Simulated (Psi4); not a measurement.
HS2 (SMILES [S]S), doublet (typed; the unrestricted solution is spin-contaminated), geometry from GFN2-xTB, with bond 3-2 at 1.8 times its length; HF/6-31G** run with Psi4 1.11.

Here is a job for Psi4.
```
memory 2 GB

molecule mol {
0 2
S     0.910678   -0.451848   -0.020820
S    -0.805737    0.486376    0.019108
H    -2.377706   -1.383512    0.034008
}

set {
  basis 6-31g**
  reference uhf
  stability_analysis follow
  scf_type pk
}

energy('scf')
print_variables()
```

Output, abridged:

```
   => Loading Basis Set <=

    Name: 6-31G**
    Role: ORBITAL
    Keyword: BASIS

         ---------------------------------------------------------
                                   SCF
               by Justin Turney, Rob Parrish, Andy Simmonett
                          and Daniel G. A. Smith
                              UHF Reference
         ---------------------------------------------------------

  ==> Geometry <==

    Molecular point group: cs
    Full point group: Cs

    Geometry (in Angstrom), charge = 0, multiplicity = 2:

       Center              X                  Y                   Z               Mass
    ------------   -----------------  -----------------  -----------------  -----------------
         S            0.896142835594    -0.447391000685     0.000000000000    31.972071174400
         S           -0.820720359519     0.490862558248     0.000000000000    31.972071174400
         H           -2.392689897655    -1.379084352944     0.000000000000     1.007825032230

  Running in cs symmetry.

  Rotational constants: A =      3.07529  B =      0.26539  C =      0.24431 [cm^-1]
  Rotational constants: A =  92194.84575  B =   7956.26947  C =   7324.20238 [MHz]
  Nuclear repulsion =   75.183077664490511

  Charge       = 0
  Multiplicity = 2
  Electrons    = 33
  Nalpha       = 17
  Nbeta        = 16

  ==> Algorithm <==

  SCF Algorithm Type is PK.
  DIIS enabled.
  MOM disabled.
  Fractional occupation disabled.
  Guess Type is SAD.
  Energy threshold   = 1.00e-06
  Density threshold  = 1.00e-06
  Integral threshold = 1.00e-12

  ==> Primary Basis <==

  Basis Set: 6-31G**
    Blend: 6-31G**
    Number of shells: 19
    Number of basis functions: 43
    Number of Cartesian functions: 43
    Spherical Harmonics?: false
    Max angular momentum: 2

  ==> Integral Setup <==

  Using in-core PK algorithm.
   Calculation information:
      Number of atoms:                   3
      Number of AO shells:              19
      Number of primitives:             59
      Number of atomic orbitals:        43
      Number of basis functions:        43

      Integral cutoff                 1.00e-12
      Number of threads:                 1

  Performing in-core PK
  Using 895862 doubles for integral storage.
  We computed 16635 shell quartets total.
  Whereas there are 18145 unique shell quartets.

  ==> DiskJK: Disk-Based J/K Matrices <==

    J tasked:                  Yes
    K tasked:                  Yes
    wK tasked:                  No
    Schwarz Cutoff:          1E-12

  Minimum eigenvalue in the overlap matrix is 1.4505069471E-02.
  Reciprocal condition number of the overlap matrix is 3.1717161395E-03.
    Using symmetric orthogonalization.

  ==> Pre-Iterations <==

  SCF Guess: Superposition of Atomic Densities via on-the-fly atomic UHF (no occupation information).

   -------------------------
    Irrep   Nso     Nmo
   -------------------------
     A'        32      32
     A"        11      11
   -------------------------
    Total      43      43
   -------------------------

  ==> Iterations <==

                        Total Energy        Delta E     RMS |[F,P]|

   @UHF iter SAD:  -794.90364031396939   -7.94904e+02   0.00000e+00
   @UHF iter   1:  -795.37452264327578   -4.70882e-01   5.80302e-03 DIIS/ADIIS
   @UHF iter   2:  -795.41989497534666   -4.53723e-02   4.10228e-03 DIIS/ADIIS
   @UHF iter   3:  -795.43567343010250   -1.57785e-02   1.07714e-03 DIIS/ADIIS
   @UHF iter   4:  -795.43931527713391   -3.64185e-03   8.15313e-04 DIIS/ADIIS
   @UHF iter   5:  -795.44230437619103   -2.98910e-03   9.05928e-04 DIIS/ADIIS
   @UHF iter   6:  -795.44057650674608    1.72787e-03   7.74575e-04 DIIS/ADIIS
   @UHF iter   7:  -795.43848776696359    2.08874e-03   4.70435e-04 DIIS/ADIIS
   @UHF iter   8:  -795.43988623766450   -1.39847e-03   3.35174e-04 DIIS/ADIIS
   @UHF iter   9:  -795.44107825464471   -1.19202e-03   1.22198e-04 DIIS/ADIIS
[...]
   @UHF iter  12:  -795.44117764324187   -7.85406e-07   7.03153e-06 DIIS
   @UHF iter  13:  -795.44117787575624   -2.32514e-07   3.27129e-06 DIIS
   @UHF iter  14:  -795.44117793603959   -6.02834e-08   1.09453e-06 DIIS
   @UHF iter  15:  -795.44117794157501   -5.53541e-09   3.23962e-07 DIIS
  Energy and wave function converged.

    Negative totally symmetric eigenvalue detected: -0.186995
    Wavefunction unstable!
    Lowest UHF->UHF stability eigenvalues:
      Ap -0.186995      App 0.025586

    Rotating orbitals by 0.5 * pi / 2 radians along unstable eigenvector.
    Running SCF again with the rotated orbitals.
   @UHF iter  16:  -795.35553863303551   -7.95356e+02   7.17773e-03 DIIS/ADIIS
   @UHF iter  17:  -795.48873926482997   -1.33201e-01   2.66018e-03 DIIS/ADIIS
   @UHF iter  18:  -795.50858943309777   -1.98502e-02   7.10139e-04 DIIS/ADIIS
   @UHF iter  19:  -795.51019386104463   -1.60443e-03   2.59769e-04 DIIS/ADIIS
   @UHF iter  20:  -795.51035028151796   -1.56420e-04   1.14232e-04 DIIS/ADIIS
   @UHF iter  21:  -795.51038541264256   -3.51311e-05   5.63495e-05 DIIS
   @UHF iter  22:  -795.51039407751136   -8.66487e-06   3.53972e-05 DIIS
   @UHF iter  23:  -795.51040351407937   -9.43657e-06   2.48078e-05 DIIS
   @UHF iter  24:  -795.51041146958801   -7.95551e-06   1.30082e-05 DIIS
   @UHF iter  25:  -795.51041380373260   -2.33414e-06   6.77430e-06 DIIS
   @UHF iter  26:  -795.51041427419113   -4.70459e-07   3.81940e-06 DIIS
   @UHF iter  27:  -795.51041441385871   -1.39668e-07   1.49678e-06 DIIS
   @UHF iter  28:  -795.51041443255940   -1.87007e-08   6.08662e-07 DIIS
    Wavefunction stable under totally symmetric rotations.
    Lowest totally symmetric eigenvalue: 0.047751
    Lowest UHF->UHF stability eigenvalues:
     App 0.014367        Ap 0.047751

    Stability analysis over.

  ==> Post-Iterations <==

   @Spin Contamination Metric:   9.267517501E-01
   @S^2 Expected:                7.500000000E-01
   @S^2 Observed:                1.676751750E+00
   @S   Expected:                5.000000000E-01
   @S   Observed:                5.000000000E-01

    Orbital Energies [Eh]
    ---------------------

    Alpha Occupied:

[...]
    Alpha Virtual:

[...]
    Beta Occupied:

[...]
      13Ap    -0.393283

    Beta Virtual:

[...]
    Final Occupation by Irrep:
             Ap   App
    DOCC [    13,    3 ]
    SOCC [     0,    1 ]
    NA   [    13,    4 ]
    NB   [    13,    3 ]

  @UHF Final Energy:  -795.51041443255940

   => Energetics <=

    Nuclear Repulsion Energy =             75.1830776644905114
    One-Electron Energy =               -1249.0264818373937032
    Two-Electron Energy =                 378.3329897403437485
    Total Energy =                       -795.5104144325594007

  UHF NO Occupations:
  HONO-2 :    3App 1.9962737
  HONO-1 :   13 Ap 1.3124160
  HONO-0 :    4App 1.0000000
  LUNO+0 :   14 Ap 0.6875840
  LUNO+1 :    5App 0.0037263
  LUNO+2 :   15 Ap 0.0035553
  LUNO+3 :   16 Ap 0.0031059

Computation Completed

Properties will be evaluated at   0.000000,   0.000000,   0.000000 [a0]

Properties computed using the SCF density matrix

 Multipole Moments:

 ------------------------------------------------------------------------------------
     Multipole            Electronic (a.u.)      Nuclear  (a.u.)        Total (a.u.)
 ------------------------------------------------------------------------------------

 L = 1.  Multiply by 2.5417464519 to convert [e a0] to [Debye]
 Dipole X            :          2.1735309           -2.2410834           -0.0675525
 Dipole Y            :          1.2860766           -1.2917023           -0.0056257
 Dipole Z            :          0.0000000            0.0000000            0.0000000
 Magnitude           :                                                    0.0677864

 ------------------------------------------------------------------------------------

  Variable Map:
  ----------------------------------------------------------------------------
[...]
[...]
```
